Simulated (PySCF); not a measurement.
**Zr⁺: ionisation energy**

Zr⁺ [Kr] 4d2 5s1 (4F) → Zr²⁺ [Kr] 4d2 (3F), as a difference of total energies. All numbers are calculated (PySCF 2.14, the non-relativistic Hamiltonian (point nucleus), in dyall-av2z (22s15p11d2f, 136 functions)). Correlated levels: valence: [Kr] frozen; virtual orbitals above 40 to 60 times the deepest correlated orbital energy dropped. The calculations carry no spin-orbit coupling.

```tsv
method	ionisation energy (eV)	plus first-order spin-orbit estimate	difference from reference of that sum (eV)
UHF	11.967	11.959	-1.171
LDA	13.284	13.276	+0.146
PBE	13.039	13.031	-0.099
PBE0	12.828	12.819	-0.311
r2SCAN	12.890	12.882	-0.248
revPBE	12.916	12.908	-0.222
B3LYP	12.963	12.955	-0.175
r2SCAN0	12.780	12.771	-0.359
MP2 (valence)	12.165	12.156	-0.974
SCS-MP2 (valence)	12.033	12.025	-1.105
```

Reference: 13.13 eV (measured; NIST Atomic Spectra Database, ionization energies).

A first-order spin-orbit estimate (lowest level to lowest level, LS coupling) adds -0.008 eV.

These non-relativistic numbers lack the scalar-relativistic shift.
